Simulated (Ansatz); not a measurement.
Reaction (ligand exchange at the Si–Se bond): `B[Se][SiH2]C` + `[NH2][ZnH]` → `C[SiH2][NH][ZnH]` + `B[SeH]`

Gas-phase electronic energies from Ansatz, PBE0-D4/def2-TZVP geometries. CCSD(T)/CBS is the MP2 limit (def2-TZVPP, def2-QZVPP) plus CCSD(T) − MP2 in def2-TZVPP, frozen cores. Functionals use def2-TZVPP. For Se, Zn outer-core shells are correlated without core-valence functions, which leaves a few kJ/mol of doubt a bond. Scalar relativity is left out up to krypton. Each species was taken in one conformer, which may not be the lowest.

```json
{"level": "r2SCAN-D4", "ΔE (kJ/mol)": "-6.1"}
{"level": "ωB97M-V", "ΔE (kJ/mol)": "-7.6"}
{"level": "PBE", "ΔE (kJ/mol)": "1.8"}
{"level": "PBE0", "ΔE (kJ/mol)": "-1.1"}
```

Task: What does CCSD(T)/CBS give? (Estimate.)

Result: Ansatz gave: -5.2 kJ/mol. The listed levels differ from it by -0.9, -2.4, 7.0, 4.1 kJ/mol.

Largest T1 diagnostic among the species: 0.016.

In def2-TZVPP, CCSD(T) changes the Hartree–Fock value by +7.0 kJ/mol (the triples alone add +1.6 kJ/mol) and MP2 by +11.7 kJ/mol.
